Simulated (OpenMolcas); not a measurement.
Pr3+ in CaO

Pr3+ with its 6 nearest oxide ions at 2.382 Å, on the Ca site of CaO (a = 4.8105 Å, distance in the model lattice 2.405 Å). The rest of the host is ab initio model potentials to 7.6 Å, with orthogonalisation functions on the cations behind the ligands, and point charges beyond; the distance is set by hand and nothing relaxes, and no local charge compensation is placed. Ligand basis ANO-RCC-VDZP.
```
Pr    0.0000    0.0000    0.0000
O     2.3820    0.0000    0.0000
O     0.0000    2.3820    0.0000
O    -2.3820    0.0000    0.0000
O     0.0000   -2.3820    0.0000
O     0.0000    0.0000    2.3820
O     0.0000    0.0000   -2.3820
```

```
Program             : OpenMolcas 26.06
Method              : CASSCF
Basis               : ANO-RCC-VDZP [7s6p4d2f1g]
Scalar Hamiltonian  : DKH2, point nucleus
Active space        : 2 electrons in 7 orbitals (4f)
State averaging     : 2S+1 = 3 even, 21 roots; 2S+1 = 1 even, 27 roots kept (CI in the orbitals of an earlier block)
Spin-orbit coupling : RASSI with atomic mean-field integrals over the reference wave functions
```

The lowest spin-free states (labels of O, the rotations of Oh), above the lowest:

```tsv
State	Degeneracy	E (cm-1)	Free-ion L (%)
3T1	3	0.0	H (100)
3T2	3	833.5	H (100)
3T1	3	1394	H (95)
3E	2	1407	H (100)
3T1	3	6530	F (95)
3T2	3	7000	F (100)
1E	2	7039	G (99)
1A1	1	7083	G (99)
1T1	3	7099	G (99)
3A2	1	7496	F (100)
1T2	3	8257	G (100)
1T2	3	20720	D (99)
1E	2	22262	D (96)
1A1	1	24836	I (99)
1T1	3	25033	I (99)
1T2	3	25277	I (100)
1A2	1	26231	I (100)
1T2	3	26811	I (98)
1E	2	27078	I (96)
3T1	3	28142	P (100)
```

The lowest levels with spin-orbit coupling:

```tsv
E (cm-1)	Degeneracy	Label	2S+1	J	|mJ| (%)
0.0	1	A1	3	4.00	0 (58)
462.2	3	T1	3	4.05	1 (57)
832.9	2	E	3	4.02	2 (50)
1412	3	T2	3	3.99	3 (57)
2672	3	T1	3	4.96	5 (34)
2776	3	T2	3	5.02	2 (33)
3259	2	E	3	4.93	2 (49)
3522	3	T1	3	4.96	3 (56)
4781	2	E	3	5.94	0 (42)
4909	3	T2	3	5.95	1 (53)
5298	1	A2	3	5.97	2 (69)
5671	3	T2	3	5.83	5 (35)
5761	3	T1	3	5.84	4 (32)
5787	1	A1	3	5.81	4 (82)
7509	2	E	3	2.21	2 (50)
7693	3	T2	3	2.34	1 (62)
8706	3	T1	3 (53 %)	4.04	1 (51)
8734	1	A1	1 (54 %)	4.20	0 (54)
8750	2	E	1 (60 %)	4.00	2 (50)
8976	3	T2	3 (90 %)	3.32	1 (34)
```

Powder χT (cm3 K/mol): 0.00824 at 2 K, 0.0412 at 10 K, 0.206 at 50 K, 0.412 at 100 K, 0.788 at 200 K, 1.05 at 300 K. The effective moment at 300 K is 2.828 √(χT) = 2.90 μB.

Hund's rules give f2 the level 3H4 with g = 0.800, so an isolated free-ion multiplet has χT = g² J(J+1) / 8 = 1.600 cm3 K/mol. The computed 1.053 at 300 K differs by -34 %, through the field's splitting, the mixing of terms and any other multiplet in reach.

Stevens parameters of the J = 4 multiplet, which is 1412 cm-1 wide (cm-1, z along the main axis): B40 = -4.094e-01, B44 = -2.032e+00, B60 = 1.366e-03, B64 = -2.892e-02.

Metal share of the active 4f orbitals (Löwdin): 99, 99, 99, 100, 100, 100, 100 %; Mulliken charge of the metal 2.25.

Without dynamic correlation the ligand-field splitting of an f shell can come out too small, at times by half. The first state left out of the spin-orbit step lies near 62000 cm-1 above the lowest spin-free state of the reference (among the parities and spins computed), and the lists stop at four fifths of that energy or lower. No measured value stands beside these numbers; the geometry was set by hand and not optimised.
